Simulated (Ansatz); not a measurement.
Tuning the range parameter of LC-ωPBE so that −HOMO meets the ionisation energy; basis def2-SVP, Ansatz. System: Cd7H20S7. The state is a singlet with charge 0. Geometry: PBE-D4/def2-SVP. The ionised state is a doublet.

Geometry of the singlet:

Cartesian coordinates in Å:
```
Cd 1.3323 5.1427 -0.4637
S -1.2859 3.6523 -1.6536
S 1.4445 2.1984 0.3550
Cd -0.1822 1.7813 2.3302
Cd -2.6648 1.0531 -1.8818
S -2.2082 0.8497 0.6811
S 0.2428 -0.9069 2.6585
Cd -2.2787 -1.5289 2.0054
Cd 2.2692 0.8153 -1.6720
S -0.2990 0.1031 -2.4346
S 2.1954 -1.6807 -0.5369
Cd 1.2357 -3.1296 1.5136
Cd 0.3027 -2.5477 -2.2201
S -1.0693 -2.9253 0.0571
H 0.5253 5.6511 0.9402
H 2.1789 4.9065 -1.9168
H -2.3037 4.4940 -1.3147
H -1.2702 4.0952 -2.9430
H 2.6060 2.1903 1.0666
H -0.6280 2.6653 3.7073
H -4.0855 1.1971 -2.7904
H -3.3351 1.4092 1.2025
H 0.2195 -1.1421 3.9997
H -1.4329 -2.2402 5.8894
H -1.9631 -2.2109 5.3328
H -3.6255 -2.0349 2.9036
H 3.4194 1.0706 -2.8917
H -0.2751 0.2134 -3.7919
H 3.2810 -2.3535 -1.0094
H 3.8790 -4.3411 -2.8005
H 1.9506 -4.4629 2.2752
H 0.3170 -3.5927 -3.5558
H 3.1562 -4.2354 -3.0416
H -1.6483 -4.1560 0.0002
```

In the def2 sets Cd takes a core potential; there is no spin–orbit coupling. Single mean-field runs in def2-SVP are fitted with def2-universal-jkfit. In the singlet geometry the species has come apart into loosely held pieces. In the singlet, H24 and H25 lie 0.77 Å apart, H30 and H33 lie 0.77 Å apart (atoms count from 1), so H2 has formed as a molecule. In the doublet geometry the species has come apart into loosely held pieces.

| ω (1/bohr) | HOMO (eV) | LUMO (eV) | vertical IE (eV) | HOMO + IE (eV) |
| --- | --- | --- | --- | --- |
| 0.1 | -7.50 | -0.87 | 8.01 | 0.51 |
| 0.15 | -8.08 | -0.40 | 8.30 | 0.22 |
| 0.2 | -8.58 | -0.03 | 8.60 | 0.02 |
| 0.3 | -9.32 | 0.47 | 9.07 | -0.25 |

Q: Where does the tuning condition hold?

A: Near ω = 0.21 bohr⁻¹, by linear interpolation.
